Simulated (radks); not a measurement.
Values are calculated unless marked as measured or tabulated.
Task: Coherent X-ray form factor from a spherical all-electron density. Level of theory: scalar-relativistic Kohn-Sham, LDA (Slater exchange, Perdew-Wang correlation), spin-polarised, spherical densities, finite nucleus; Fermi nuclear charge, rms radius of each element as measured or else 0.836 A^(1/3) + 0.57 fm (a radial shooting solver on a logarithmic mesh with Libxc functionals).

sin(theta)/lambda (1/angstrom),f0 (electrons)
0.05,5.858
0.1,5.466
0.15,4.911
0.2,4.294
0.25,3.697
0.3,3.174
0.4,2.406
0.5,1.956
0.6,1.703
0.8,1.441
1,1.258
1.25,1.040
1.5,0.837
2,0.521

The species is in the configuration that NIST lists as its ground one. Which atom or ion scatters so?

Result: The nitrogen ion N+, [He] 2s2 2p2. Extrapolating in s^2 from the first two rows gives f0(0) = 6.0, near the electron count 6; among species with that count, the fall with angle is slower the higher Z, and the table is that of Z = 7; from so few rows the species is fixed only to a neighbour or two.
